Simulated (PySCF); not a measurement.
Compound: C5H11NSi.
Z-matrix (Å and degrees, GFN2-xTB geometry), rows numbered from 1:
```
C 
C   1  1.3220
C   2  1.4813  1  125.10
C   3  1.5316  2  113.02  1  -136.14
C   4  1.5251  3  108.20  2  -160.11
N   5  1.4501  4  106.05  3    42.79
Si  6  1.7142  5  114.86  4   -28.77
H   1  1.0769  2  122.22  3  -177.99
H   1  1.0782  2  121.59  3     1.74
H   2  1.0834  1  119.71  3   178.14
H   3  1.0936  2  109.05  1   -14.43
H   4  1.0916  3  111.76  2    77.34
H   4  1.0918  3  108.83  2   -42.25
H   5  1.0952  4  111.14  3   162.37
H   5  1.0996  4  110.29  3   -78.02
H   6  1.0056  5  115.01  4   173.36
H   7  1.4639  3  114.67  2    27.20
H   7  1.4675  3  111.10  2   -99.66
```

Computed at PBE0/pcSseg-1 (PySCF, non-relativistic), with Q(14N) = 0.02044 b: N6, 14N (I = 1): χzz = -5.171 MHz, η = 0.360.

Find the zero-field quadrupole resonance frequencies of 14N at N6.

From ν± = (3/4)|χ|(1 ± η/3) and ν0 = |χ|η/2: ν+ 4.343 MHz, ν− 3.413 MHz, ν0 0.930 MHz (silicon-bound nitrogen).

In a crystal, neighbours and librations shift these lines. Isolated species at its GFN2-xTB geometry (one conformer only). GFN2-xTB bond lengths can be off by several hundredths of an ångström, more for odd bonds, and the gradients follow them. A larger basis could move these couplings by a tenth or more.

The run behind these numbers computed NMR shieldings as well. The run took 25 s on Arm Neoverse V1, one thread, on a shared host.
